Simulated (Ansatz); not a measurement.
Isolated molecules relaxed with PBE0-D4/def2-TZVP in Ansatz; ΔE leaves out vibrations. CBS: MP2 limit from def2 TZ/QZ plus the TZ coupled-cluster correction, frozen cores. This one scheme is used for every species. DFT in def2-TZVPP. B3LYP here is the variant with VWN-RPA as its local correlation; programs differ in this. For Br outer-core shells are correlated without core-valence functions, which leaves a few kJ/mol of doubt a bond. Scalar relativity is left out up to krypton. One conformer a species, not always the lowest.

Consider the ligand exchange at the Si–C bond: `CC[Si](N)(O)Br` + HCl → `N[Si](O)(Cl)Br` + `CC`.

`CC[Si](N)(O)Br`:

```xyz
14

C    -1.529    0.988   -0.331
C    -0.044    1.185   -0.033
Si    0.833   -0.395    0.389
N     0.815   -1.650   -0.764
O     0.146   -0.911    1.784
Br    3.009    0.056    0.657
H    -2.015    1.935   -0.576
H    -1.680    0.317   -1.182
H    -2.052    0.559    0.526
H     0.468    1.634   -0.890
H     0.093    1.879    0.803
H    -0.043   -2.083   -1.062
H     1.556   -1.754   -1.436
H     0.444   -1.761    2.114
```

HCl:

Z-matrix (Å, degrees):
```
Cl
H 1 1.279
```

`N[Si](O)(Cl)Br`:

Z-matrix (Å, degrees):
```
Si
O 1 1.625
Cl 1 2.044 2 112.5
N 1 1.693 2 111.3 3 118.4
Br 1 2.207 2 103.6 3 -116.8
H 2 0.961 1 115.9 3 -66.5
H 4 1.007 1 119.3 2 -156.1
H 4 1.008 1 119.5 2 60.4
```

`CC`:

Z-matrix (Å, degrees):
```
C
C 1 1.519
H 1 1.093 2 111.4
H 1 1.093 2 111.4 3 120.0
H 1 1.093 2 111.4 3 -120.0
H 2 1.093 1 111.4 3 180.0
H 2 1.093 1 111.4 3 -60.0
H 2 1.093 1 111.4 3 60.0
```

```tsv
level	ΔE (kJ/mol)	difference from CCSD(T)/CBS
PBE-D4	-96.5	0.4
PBE0-D4	-98.0	-1.1
ωB97X-V	-98.1	-1.2
B2PLYP	-102.4	-5.5
r2SCAN	-103.7	-6.8
PBE0	-101.6	-4.7
B3LYP	-104.5	-7.6
HF/def2-TZVPP	-111.0	-14.1
MP2/def2-TZVPP	-97.7	-0.8
SCS-MP2/def2-TZVPP	-98.6	-1.7
CCSD/def2-TZVPP	-94.6	2.3
HF/def2-QZVPP	-111.4	-14.5
MP2/def2-QZVPP	-99.8	-2.9
HF/CBS(def2)	-111.5	-14.6
MP2/CBS(def2)	-101.2	-4.3
CCSD/CBS(def2)	-98.2	-1.3
CCSD(T)/CBS	-96.9	0
```

Largest T1 diagnostic among the species: 0.009.

The D4 term adds +5.3 kJ/mol with B3LYP and +3.6 kJ/mol with PBE0; it sums over pairs of atoms, weighted by their polarisabilities, and B3LYP, whose exchange is more repulsive, gets the larger term. In def2-TZVPP, CCSD(T) changes the Hartree–Fock value by +17.7 kJ/mol (the triples alone add +1.3 kJ/mol) and MP2 by +13.4 kJ/mol.
